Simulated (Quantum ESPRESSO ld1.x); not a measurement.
The numbers below are computed, except where a source is named.
Task: Excited configurations of the boron ion B2+: one electron is placed in a higher orbital outside [He]. The ground configuration is [He] 2s1. Level of theory: non-relativistic Kohn-Sham, LDA (Slater exchange, Perdew-Zunger correlation), spin-polarised, spherical densities, point nucleus; open shells are filled with parallel spins first (ld1.x of Quantum ESPRESSO 7.5). Excitation = E - E(ground); binding = E(ion) - E, where the ion is the core of charge +3; n* = 3/sqrt(2 binding) in atomic units, and the quantum defect is n - n*.

| outer orbital | excitation (eV) | binding (eV) | n* | quantum defect | eigenvalue (eV) | <r> (bohr) |
|---|---|---|---|---|---|---|
| 4d | 30.038 | 7.857 | 3.948 | 0.052 | -6.688 | 6.896 |
| 5d | 32.798 | 5.097 | 4.902 | 0.098 | -4.405 | 11.27 |
| 5f | 32.845 | 5.050 | 4.924 | 0.076 | -4.291 | 10.37 |
| 6p | 34.220 | 3.675 | 5.773 | 0.227 | -3.219 | 16.80 |
| 6f | 34.346 | 3.549 | 5.874 | 0.126 | -3.065 | 15.72 |
| 7d | 35.251 | 2.643 | 6.806 | 0.194 | -2.319 | 22.91 |

Estimate the row for 5p.

Result: excitation (eV) 32.620; binding (eV) 5.275; n* 4.818; quantum defect 0.182; eigenvalue (eV) -4.592; <r> (bohr) 11.54. The Delta-SCF ionisation energy is 37.895 eV (NIST Atomic Spectra Database: 37.931 eV, measured). Self-interaction in the functional shifts the binding energies and quantum defects, so they are the method's values and not measured ones.
